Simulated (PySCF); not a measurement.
C3H9ClSi, charge -1, doublet, at the geometry of the source list (a state made from the parent by changing its charge; the spin is typed, not shown lowest) (a gas-phase anion, which may not be bound at this level); DF-B3LYP/cc-pVDZ (PySCF).

Input for PySCF:
```python
from pyscf import gto, scf, dft

mol = gto.M(
    atom='''
C    -0.75380000    1.60670000   -0.38300000
Si    0.15680000    0.12590000    0.39550000
C     1.63070000   -0.40330000   -0.68880000
C    -1.03810000   -1.33280000    0.66510000
Cl    0.87940000    0.70570000    2.21790000
H    -1.15930000    1.35190000   -1.35720000
H    -1.57990000    1.93560000    0.24100000
H    -0.08860000    2.45500000   -0.51560000
H     2.17510000   -1.22960000   -0.24070000
H     1.30140000   -0.72230000   -1.67280000
H     2.33400000    0.41300000   -0.82630000
H    -1.45270000   -1.68150000   -0.27560000
H    -1.86870000   -1.05060000    1.30580000
H    -0.53620000   -2.17380000    1.13480000
''',
    basis='cc-pvdz',
    charge=-1,
    spin=1,
    verbose=4,
)

mf = dft.ROKS(mol)
mf.xc = 'b3lyp'
mf = mf.density_fit(auxbasis='def2-universal-jkfit')
mf.kernel()
mf.analyze()
```

Q: Write the output that PySCF gives for this input, abridged.

A: 
```
PySCF version 2.14.0

[INPUT] verbose = 4
[INPUT] num. atoms = 14
[INPUT] num. electrons = 59
[INPUT] charge = -1
[INPUT] spin (= nelec alpha-beta = 2S) = 1
[INPUT] symmetry False subgroup None
[INPUT] Mole.unit = angstrom
[INPUT] Symbol           X                Y                Z      unit          X                Y                Z       unit  Magmom
[...]
nuclear repulsion = 298.110065017543
number of shells = 52
number of NR pGTOs = 223
number of NR cGTOs = 123
basis = cc-pvdz
ecp = {}

******** <class 'pyscf.df.df_jk.DFROKS'> ********
method = DFROKS
initial guess = minao
damping factor = 0
level_shift factor = 0
DIIS = <class 'pyscf.scf.diis.CDIIS'>
diis_start_cycle = 1
diis_space = 8
diis_damp = 0
SCF conv_tol = 1e-09
SCF conv_tol_grad = None
SCF max_cycles = 50
direct_scf = False
num. doubly occ = 29  num. singly occ = 1
XC library pyscf.dft.libxc version 7.1.2
    S. Lehtola, C. Steigemann, M. J. T. Oliveira, and M. A. L. Marques,  SoftwareX 7, 1–5 (2018)
XC functionals = b3lyp
    P. J. Stephens, F. J. Devlin, C. F. Chabalowski, and M. J. Frisch,  J. Phys. Chem. 98, 11623 (1994)
radial grids:
    Treutler-Ahlrichs [JCP 102, 346 (1995); DOI:10.1063/1.469408] (M4) radial grids

becke partition: Becke, JCP 88, 2547 (1988); DOI:10.1063/1.454033
pruning grids: <function nwchem_prune>
grids dens level: 3
symmetrized grids: False
atomic radii adjust function: <function treutler_atomic_radii_adjust>
small_rho_cutoff = 0
Set gradient conv threshold to 3.16228e-05
tot grids = 168688
******** <class 'pyscf.df.df.DF'> ********
auxbasis = def2-universal-jkfit
init E= -869.658404399143
[...]
cycle= 1 E= -869.297901942329  delta_E= 0.361  |g|= 0.664  |ddm|=  4.4
[...]
cycle= 2 E= -869.24874844138  delta_E= 0.0492  |g|= 0.82  |ddm|= 6.82
[...]
cycle= 3 E= -869.445306221834  delta_E= -0.197  |g|= 0.0575  |ddm|= 2.16
[...]
cycle= 4 E= -869.446221307049  delta_E= -0.000915  |g|= 0.0393  |ddm|= 0.172
[...]
cycle= 5 E= -869.446758437754  delta_E= -0.000537  |g|= 0.00501  |ddm|= 0.235
[...]
cycle= 6 E= -869.446792753297  delta_E= -3.43e-05  |g|= 0.00202  |ddm|= 0.136
[...]
cycle= 7 E= -869.446801775135  delta_E= -9.02e-06  |g|= 0.00129  |ddm|= 0.0757
[...]
cycle= 8 E= -869.446804787307  delta_E= -3.01e-06  |g|= 0.000323  |ddm|= 0.0512
[...]
cycle= 9 E= -869.446805013439  delta_E= -2.26e-07  |g|= 0.000267  |ddm|= 0.014
[...]
cycle= 10 E= -869.446805083857  delta_E= -7.04e-08  |g|= 4.18e-05  |ddm|= 0.00937
[...]
cycle= 11 E= -869.446805084443  delta_E= -5.86e-10  |g|= 2.82e-05  |ddm|= 0.000599
[...]
Extra cycle  E= -869.446805083992  delta_E= 4.51e-10  |g|= 4.57e-05  |ddm|= 0.000564
converged SCF energy = -869.446805083992
**** SCF Summaries ****
Total Energy =                        -869.446805083991876
Nuclear Repulsion Energy =             298.110065017543093
One-electron Energy =                -1799.051191977113149
Two-electron Energy =                  631.494321875578180
Two-electron Coulomb Energy =          700.629044154035682
DFT Exchange-Correlation Energy =      -69.134722278457474
HOMO-LUMO gap [eV] =                     1.050334879392806
**** MO energy ****
                Roothaan           | alpha              | beta
[...]
 ** Mulliken pop on meta-lowdin orthogonal AOs  **
 ** Mulliken pop  **
 ** Mulliken atomic charges  **
charge of    0C =     -0.58261
charge of    1Si =      0.91798
charge of    2C =     -0.58259
charge of    3C =     -0.58261
charge of    4Cl =     -0.36768
charge of    5H =      0.01488
charge of    6H =      0.02543
charge of    7H =      0.02548
charge of    8H =      0.02546
charge of    9H =      0.01494
charge of   10H =      0.02551
charge of   11H =      0.01490
charge of   12H =      0.02544
charge of   13H =      0.02547

WARN: System has nonzero charge -1; the dipole moment is origin-dependent.
Location of origin: [0. 0. 0.]

Dipole moment(X, Y, Z, Debye): -0.42187, -0.33970, -1.06828
```
